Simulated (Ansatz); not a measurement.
**Active spaces for ZnF2, singlet**

Program: Ansatz, Gaussian basis, development build. Basis def2-SVP, nonrelativistic, 11 orbitals frozen in the corrections. State-specific CASSCF; RHF is the lowest restricted (open-shell) Hartree–Fock solution met. A minimal or small basis: far from the basis limit. No symmetry is imposed, so a solution can break that of the shape. Lower solutions, or ones in other orbitals, may exist.

Geometry:

```tsv
atom	x (Å)	y (Å)	z (Å)
F	0.0000	0.0000	1.8814
Zn	0.0000	0.0000	0.0000
F	0.0000	0.0000	-1.8814
```

Task: What do CASSCF and its corrections give against RHF in CAS(4,4), and what are the occupations?

Result: CASSCF -1.449 eV, SC-NEVPT2 -18.051 eV; occupations 1.98, 1.97, 0.03, 0.02.
